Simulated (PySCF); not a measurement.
Species: C7H11BO2.
Cartesian coordinates in Å at the PBE0-D3(BJ)/def2-SVP level; atoms count from 1:
```xyz
21
C7H11BO2 angstrom
C     -2.9539   -1.1218    0.8536
C     -2.3488   -0.0275    0.3891
C     -0.8946    0.0750    0.1433
C     -0.1864    0.4040   -1.1956
C      0.9727    0.2179   -0.1680
B      2.5186    0.3384   -0.4659
O      3.1420    1.5444   -0.5489
O      3.2922   -0.7597   -0.6747
C      0.1768   -1.0164    0.3491
C      0.1004    1.0666    0.8011
H     -4.0334   -1.1529    1.0212
H     -2.3850   -2.0295    1.0821
H     -2.9391    0.8703    0.1664
H     -0.2674   -0.3539   -1.9913
H     -0.3302    1.4211   -1.5956
H      2.5384    2.2710   -0.3742
H      2.7847   -1.5715   -0.5936
H      0.3712   -1.3272    1.3889
H      0.1176   -1.8871   -0.3260
H      0.2842    0.9319    1.8793
H     -0.0336    2.1320    0.5476
```

The closed-shell ground state was solved at several levels (PySCF, density fitting, gas phase, non-relativistic).

```tsv
level	basis functions	total energy (Eh)	HOMO (eV)	LUMO (eV)	gap (eV)	dipole (D)
PBE0/pcSseg-1	225	-448.1106	-7.54	-0.06	7.48	2.86
CAM-B3LYP/pcSseg-1	225	-448.4098	-8.85	1.10	9.95	2.94
```

Estimate the row for PBE0/def2-SVPD, a basis of 294 functions; the other rows only guide the guess.

Total energy -447.8682 Eh, HOMO -7.56 eV, LUMO -0.16 eV, gap 7.40 eV, dipole 2.78 D.

Over all these levels, which gives the widest orbital gap and which the narrowest?

CAM-B3LYP/pcSseg-1 (range-separated hybrid) has the widest, 9.95 eV, and PBE0/def2-SVPD (global hybrid, 25 % exact exchange) the narrowest, 7.40 eV. Functional and basis both differ between the two, so the spread mixes both effects.

How far do the dipole and the HOMO energy spread over the levels?

The dipole runs from 2.78 to 2.94 D (mean 2.86 D) and the HOMO from -8.85 to -7.54 eV.

One conformer stands for the species.
